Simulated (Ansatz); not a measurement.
Geometry optimisation, Ansatz 0.2.0, RKS LDA/def2-SVP.

Input:

```yaml
crystal:
  periodic: [false, false, false]
  atoms:
    - { symbol: Si, position_ang: [-1.0317, -0.4366, -1.1351] }
    - { symbol: "N", position_ang: [0.2477, 0.3099, -0.4067] }
    - { symbol: C, position_ang: [0.11253, 1.08189, 0.79851] }
    - { symbol: O, position_ang: [0.93723, 2.22021, 0.3442] }
    - { symbol: Si, position_ang: [0.73113, 1.6344, -1.25744] }
    - { symbol: Cl, position_ang: [2.60238, 1.4973, -2.08194] }
    - { symbol: H, position_ang: [-2.1462, 0.6014, -1.2802] }
    - { symbol: H, position_ang: [-1.4944, -1.5461, -0.3667] }
    - { symbol: H, position_ang: [-0.6561, -0.847, -2.4426] }
    - { symbol: H, position_ang: [0.6269, 0.68689, 1.69915] }
    - { symbol: H, position_ang: [-0.8857, 1.43814, 1.1116] }
    - { symbol: H, position_ang: [-0.26178, 2.42309, -2.01946] }
basis:
  gaussian: { orbitals: def2-SVP }
hamiltonian:
  xc: lda
relax:
  f_tol: 0.015
  max_steps: 40
```

Launched with:

```bash
$ ansatz run input.yaml --threads 2 --pin off --max-ram 3072MiB --backend cpu --events-out ev --progress --plain --runs-dir out
```

Question: Where does it end, and by what steps?

Answer: The run converged. The force dipped under the threshold on the way, but the program's further checks kept it going. After 14 steps the energy has fallen by 1.142 eV; H7 moved furthest, 1.20 Å. Parted: Si1–Si5.

| step | energy less start (eV) | largest force component (eV/Å) | accepted |
| --- | --- | --- | --- |
| 0 | 0.0000 | 3.020 | yes |
| 1 | -0.7837 | 1.740 | yes |
| 2 | -0.9626 | 0.883 | yes |
| 3 | -1.0314 | 0.283 | yes |
| 4 | -1.0585 | 0.271 | yes |
| 5 | -1.0753 | 0.507 | yes |
| 6 | -1.1205 | 0.115 | yes |
| 7 | -1.1307 | 0.090 | yes |
| 8 | -1.1317 | 0.203 | yes |
| 9 | -1.1399 | 0.106 | yes |
| 10 | -1.1409 | 0.075 | yes |
| 11 | -1.1416 | 0.016 | yes |
| 12 | -1.1417 | 0.006 | yes |
| 13 | -1.1418 | 0.006 | yes |
| 14 | -1.1418 | 0.004 | yes |

```xyz
12
Properties=species:S:1:pos:R:3
Si -1.224 -0.565 -1.109
N -0.264 0.790 -0.608
C 0.012 1.306 0.730
O 1.018 2.267 0.437
Si 0.957 1.865 -1.198
Cl 2.653 0.991 -1.949
H -2.688 -0.355 -0.811
H -0.795 -1.839 -0.423
H -1.023 -0.690 -2.594
H 0.396 0.522 1.432
H -0.875 1.802 1.198
H 0.617 2.971 -2.142
```

Run time: 13 s on 2 threads of AMD EPYC 9R45 96-Core Processor (Zen 5), on a shared host, peak memory 0.2 GiB.
